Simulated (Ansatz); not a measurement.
`F[SiH](Cl)S[SiH2]Cl` + `C[N]([GeH3])[SiH](O)F` → `CN([SiH2]Cl)[SiH](O)F` + `F[SiH](Cl)[S][GeH3]`  (redistribution)

Computed with Ansatz on PBE0-D4/def2-TZVP structures; ΔE is electronic, products minus reactants. CBS: MP2 limit from def2 TZ/QZ plus the TZ coupled-cluster correction, frozen cores. Functionals use def2-TZVPP. B3LYP here is the variant with VWN-RPA as its local correlation; programs differ in this. For Ge outer-core shells are correlated without core-valence functions, which leaves a few kJ/mol of doubt a bond. Scalar relativity is left out up to krypton. Each species was taken in one conformer, which may not be the lowest.

**Question.** Is it downhill or uphill in electronic energy at CCSD(T)/CBS, and by how much? (Best estimate.)

**Answer.** Ansatz gave: Downhill: ΔE = -45.6 kJ/mol.

**Question.** What do these levels give: B3LYP-D4, ωB97X-V, B2PLYP, PBE, r2SCAN, PBE0, B3LYP, HF/def2-TZVPP, SCS-MP2/def2-TZVPP, CCSD/def2-TZVPP, HF/CBS(def2), MP2/CBS(def2)? (An estimate is asked.)

**Answer.** Computed: B3LYP-D4 -45.7, ωB97X-V -44.7, B2PLYP -45.1, PBE -43.4, r2SCAN -47.3, PBE0 -45.7, B3LYP -45.6, HF/def2-TZVPP -48.3, SCS-MP2/def2-TZVPP -43.6, CCSD/def2-TZVPP -45.1, HF/CBS(def2) -49.6, MP2/CBS(def2) -44.9 kJ/mol.

Largest T1 diagnostic among the species: 0.012.

In def2-TZVPP, CCSD(T) changes the Hartree–Fock value by +3.4 kJ/mol (the triples alone add +0.3 kJ/mol) and MP2 by +4.2 kJ/mol.
